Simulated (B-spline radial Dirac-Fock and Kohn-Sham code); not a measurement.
**EELS cross sections of the I N2 edge**

System: the free iodine atom in the configuration [Kr] 4d10 5s2 5p5. Calculated with a radial finite-basis atomic code, using the first Born approximation with generalised oscillator strengths from a Dirac-Hartree-Slater potential (longitudinal and transverse terms; continuum final states only, so no white lines or fine structure). The edge is taken at 123.0 eV (tabulated value).

Partial cross sections σ(β, Δ) in barn, integrated over a window Δ above the edge and up to the collection semi-angle β, for parallel illumination:

| E₀ (kV) | β (mrad) | Δ = 25 eV | Δ = 50 eV | Δ = 100 eV | Δ = 200 eV | Δ = 300 eV |
| --- | --- | --- | --- | --- | --- | --- |
| 60 | 5 | 921 | 1470 | 2140 | 2850 | 3170 |
| 60 | 10 | 1690 | 2640 | 3720 | 4930 | 5560 |
| 60 | 20 | 3420 | 5190 | 6810 | 8630 | 9630 |
| 60 | 50 | 7270 | 11400 | 14800 | 18300 | 20100 |
| 80 | 10 | 1600 | 2490 | 3470 | 4610 | 5210 |
| 80 | 100 | ? | ? | ? | ? | ? |
| 100 | 50 | 5300 | 8430 | 11100 | 14000 | 15700 |
| 100 | 100 | 5500 | 8840 | 11800 | 15200 | 17300 |
| 120 | 50 | 4720 | 7540 | 10000 | 12700 | 14300 |
| 120 | 100 | 4830 | 7770 | 10400 | 13400 | 15200 |
| 200 | 10 | 1480 | 2270 | 3050 | 3960 | 4470 |
| 200 | 20 | 2720 | 4230 | 5480 | 6810 | 7550 |
| 300 | 10 | 1530 | 2350 | 3110 | 3970 | 4470 |
| 300 | 100 | 2830 | 4560 | 6130 | 7940 | 9090 |

Question: Give the row for 80 kV and 100 mrad.

Answer: 6510 b for 25 eV, 10400 b for 50 eV, 13900 b for 100 eV, 17800 b for 200 eV, 20300 b for 300 eV.
